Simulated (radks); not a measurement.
Ionisation ladder of barium, from Ba XXIII to Ba XLIV. Each ion is in the ground configuration listed by NIST, and IE = E(next ion) - E(this ion). Calculated with a radial shooting solver on a logarithmic mesh with Libxc functionals: Dirac Kohn-Sham, PBE, spin-unpolarised, spherical densities, point nucleus; open shells are shared between the two j in proportion to 2j + 1.

| species | configuration | E (hartree) | IE, Delta-SCF (eV) | <r> HOMO (bohr) | IE, NIST (eV) | kind | error (eV) |
|---|---|---|---|---|---|---|---|
| Ba XXIII | [Ar] 3d10 4s2 4p4 | -7925.6826 | 725.30 | 0.638 | 717 | theory | +8.3 |
| Ba XXIV | [Ar] 3d10 4s2 4p3 | -7899.0282 | 761.33 | 0.632 | 752 | theory | +9.3 |
| Ba XXV | [Ar] 3d10 4s2 4p2 | -7871.0500 | 797.62 | 0.626 | 809 | theory | -11.4 |
| Ba XXVI | [Ar] 3d10 4s2 4p1 | -7841.7381 | 834.13 | 0.621 | 846 | theory | -11.9 |
| Ba XXVII | [Ar] 3d10 4s2 | -7811.0842 | 942.38 | 0.595 | 935 | theory | +7.4 |
| Ba XXVIII | [Ar] 3d10 4s1 | -7776.4523 | 980.57 | 0.591 | 976.6 | semi-emp. | +4.0 |
| Ba XXIX | [Ar] 3d10 | -7740.4169 | 1702.0 | 0.259 | 1695 | theory | +7.0 |
| Ba XXX | [Ar] 3d9 | -7677.8694 | 1788.6 | 0.256 | 1776 | theory | +12.6 |
| Ba XXXI | [Ar] 3d8 | -7612.1384 | 1876.8 | 0.253 | 1864 | theory | +12.8 |
| Ba XXXII | [Ar] 3d7 | -7543.1676 | 1966.5 | 0.250 | 1958 | theory | +8.5 |
| Ba XXXIII | [Ar] 3d6 | -7470.9010 | 2057.6 | 0.248 | 2047 | theory | +10.6 |
| Ba XXXIV | [Ar] 3d5 | -7395.2839 | 2150.3 | 0.245 | 2142 | theory | +8.3 |
| Ba XXXV | [Ar] 3d4 | -7316.2620 | 2244.4 | 0.242 | 2256 | theory | -11.6 |
| Ba XXXVI | [Ar] 3d3 | -7233.7823 | 2339.9 | 0.240 | 2349 | theory | -9.1 |
| Ba XXXVII | [Ar] 3d2 | -7147.7927 | 2436.8 | 0.237 | 2452 | theory | -15.2 |
| Ba XXXVIII | [Ar] 3d1 | -7058.2424 | 2535.0 | 0.235 | 2547 | theory | -12.0 |
| Ba XXXIX | [Ar] | -6965.0823 | 2852.0 | 0.264 | 2814 | theory | +38.0 |
| Ba XL | [Ne] 3s2 3p5 | -6860.2750 | 2940.6 | 0.262 | 2901 | theory | +39.6 |
| Ba XLI | [Ne] 3s2 3p4 | -6752.2083 | 3029.9 | 0.260 | 2994 | theory | +35.9 |
| Ba XLII | [Ne] 3s2 3p3 | -6640.8619 | 3119.6 | 0.258 | 3081 | theory | +38.6 |
| Ba XLIII | [Ne] 3s2 3p2 | -6526.2189 | 3209.6 | 0.257 | 3266 | theory | -56.4 |
| Ba XLIV | [Ne] 3s2 3p1 | -6408.2680 | 3299.7 | 0.255 | 3363 | theory | -63.3 |

Reference values: NIST Atomic Spectra Database (exp. = measured, semi-emp. = semi-empirical, theory = theoretical value adopted there). The ionisation energy per charge of the ion left behind rises most, in proportion, at Ba XXIX ([Ar] 3d10), from 35.020 to 58.690 eV. Spin polarisation and multiplet splitting are left out, so open shells lie too high by an amount that depends on their filling. Sharing an open shell by 2j + 1 raises it above the true ground level by a part of the spin-orbit splitting, which enters the differences from NIST.

Beside tabulated values, note that spin-unpolarised runs miss the spin-polarisation part of the exchange energy of open shells.
